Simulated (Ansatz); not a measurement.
**A barrier at the coupled-cluster level**

Start structure (SiH3BrClF, singlet), relaxed at PBE0-D4/def2-TZVP:

```tsv
atom	x (Å)	y (Å)	z (Å)
Si1	-0.2301	0.5372	0.7305
F2	0.0229	-1.0392	0.6922
H3	-1.3802	0.8416	-0.1389
H4	1.0203	1.2150	0.3451
Cl5	-0.6962	1.0519	2.6445
H6	0.5855	-1.7367	-1.5746
Br7	0.6777	-0.8697	-2.6989
```

The step: SiH₂ClF ([F][SiH2][Cl]) + HBr → SiH₂BrCl ([Cl][SiH2][Br]) + HF; bonds formed: Si1–Br7, F2–H6; bonds broken: Si1–F2, H6–Br7. Ansatz 0.2.0; basis: def2-TZVPP and def2-QZVPP; cores frozen in the correlated methods. Filled d shells of the heavier atoms are correlated. The def2 sets are not built for correlating such inner shells, so the correlated values are less sure here. Extrapolation: Hartree–Fock as exp(−7.88 √X), correlation as X^−2.97. Energies below are by CCSD(T) at an estimated basis limit (MP2 extrapolated from triple and quadruple zeta, plus CCSD(T) − MP2 in triple zeta).

Question: What are the electronic barrier and the energy of the step, from the start structure to the end structure? (To be estimated.)

Answer: By the calculation: Barrier 1.662 eV; step energy 0.435 eV (uphill); reverse barrier, their difference, 1.227 eV. Barrier and step energy count from the start structure, the reverse barrier from the end structure.

The saddle point: One imaginary mode of 229i cm⁻¹.
```csv
pair,start (Å),saddle (Å),end (Å)
Si1–Br7,3.82,2.53,2.23
F2–H6,2.44,1.02,0.93
Si1–F2,1.60,1.95,3.62
H6–Br7,1.42,1.88,2.43
```

Zero-point energy (harmonic, PBE0-D4): ZPE is 0.783 eV at the start and 0.828 eV at the saddle, so the barrier goes from 1.662 to 1.707 eV.

The T1 diagnostic stays at or below 0.010.

Labels in which every atom is bracketed show which atoms are joined, not bond orders.

For scale, one of the runs: CCSD(T)/def2-TZVPP, 205 basis functions (an equivalent command: `ansatz run in.yaml --threads 4`). The run took 67 s on 4 CPU threads (shared host), with 2.6 GiB of host memory at its peak.
